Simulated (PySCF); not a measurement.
Molecule: SMILES COC(=O)c1ncsn1, C$_{4}$H$_{4}$N$_{2}$O$_{2}$S.

Cartesian coordinates in Å; atom numbers follow the order of the lines, from 1:
```xyz
13

C    -2.5793    0.1616    0.2260
O    -1.1731    0.3391    0.3238
C    -0.4303   -0.5893   -0.2774
O    -0.8732   -1.5337   -0.8751
C     1.0161   -0.2978   -0.1068
N     1.4434    0.7878    0.5777
C     2.7285    0.8145    0.5823
S     3.4059   -0.5335   -0.2803
N     1.9284   -1.0895   -0.6181
H    -3.0262    0.9949    0.7614
H    -2.8739   -0.7886    0.6766
H    -2.8898    0.1638   -0.8210
H     3.3192    1.5712    1.0558
```

Frames of a GFN2-xTB Langevin trajectory at 200 K; GIAO PBE0/pcSseg-1 shieldings in PySCF 2.14, gas phase, non-relativistic; equivalent atoms averaged within each frame.

Referencing at the same level of theory: ¹³C (σref 186.93), ¹H (σref 31.72) vs TMS; H2O for ¹⁷O (σref 336.08); ¹⁵N (σref 267.73) vs NH3; CS2 for ³³S (σref 503.73). The references are static minima.

**Question.** How do the shifts (ppm) fluctuate along the trajectory?

**Answer.** 
| time (fs) | C7 | C5 | C3 | C1 | O4 | O2 | N6 | N9 | S8 | H13 |
| --- | --- | --- | --- | --- | --- | --- | --- | --- | --- | --- |
| 250 | 179.2 | 172.0 | 163.6 | 43.0 | 437.5 | 168.6 | 340.0 | 335.8 | 424 | 9.83 |
| 425 | 188.3 | 162.0 | 160.8 | 51.3 | 403.4 | 186.9 | 363.7 | 334.2 | 519 | 9.79 |
| 625 | 184.4 | 171.5 | 166.2 | 50.0 | 431.2 | 180.2 | 341.9 | 351.0 | 452 | 9.63 |
| 800 | 187.4 | 172.7 | 168.8 | 50.7 | 445.4 | 199.3 | 358.7 | 347.4 | 470 | 9.83 |
| 1000 | 175.6 | 170.2 | 163.0 | 56.3 | 415.8 | 188.7 | 334.5 | 360.7 | 482 | 9.53 |
| mean of frames | 183.0 | 169.7 | 164.5 | 50.3 | 426.7 | 184.7 | 347.7 | 345.9 | 469 | 9.72 |
| standard deviation | 5.4 | 4.4 | 3.1 | 4.8 | 16.9 | 11.3 | 12.7 | 11.0 | 35 | 0.13 |

5 frames give an uncertainty of the mean of about the standard deviation over 2.2 at best, since frames this close in time may not be independent; classical motion lacks zero-point vibration, and the reference would need the same averaging.
